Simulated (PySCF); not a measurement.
H3ClO2Si, singlet, at a GFN2-xTB geometry. Base run: CAMB3LYP/6-31G, polarisability (PySCF).

PySCF was given this input:
```python
from pyscf import gto, scf, dft
from pyscf.prop import polarizability

mol = gto.Mole()
mol.atom = '''
    Si    0.15354482   -0.23669595    0.47630690
    O    -0.81831578   -1.51599129    0.38426487
    O    -0.62387629    0.90987886    1.32255505
    Cl    0.59431231    0.50202453   -1.35720204
    H     1.34753743   -0.73839053    1.11657277
    H    -1.76062387   -1.43836013    0.25256077
    H    -0.30231387    1.80497631    1.38044528
'''
mol.basis = '6-31g'
mol.verbose = 3
mol.build()

mf = dft.RKS(mol)
mf.xc = 'camb3lyp'
mf.kernel()
alpha = mf.Polarizability().polarizability()[2, 2]
print('alpha_zz =', alpha)
```

Task: The base was run again with changes. Order these runs by alpha_zz (bohr³), lowest first: functional = pbe | basis = aug-cc-pVDZ | basis = STO-3G | basis = 6-31+G* | basis = cc-pVDZ | functional = pbe0.

Result: basis = STO-3G (alpha_zz (bohr³) 18.42), functional = pbe0 (alpha_zz (bohr³) 35.36), basis = cc-pVDZ (alpha_zz (bohr³) 36.99), functional = pbe (alpha_zz (bohr³) 37.54), basis = 6-31+G* (alpha_zz (bohr³) 43.33), basis = aug-cc-pVDZ (alpha_zz (bohr³) 48.90)

Finite-field rows take the second difference of the energy in a field along z; a small field with loose convergence shows SCF noise divided by the square of the field, and a large one adds hyperpolarisability.
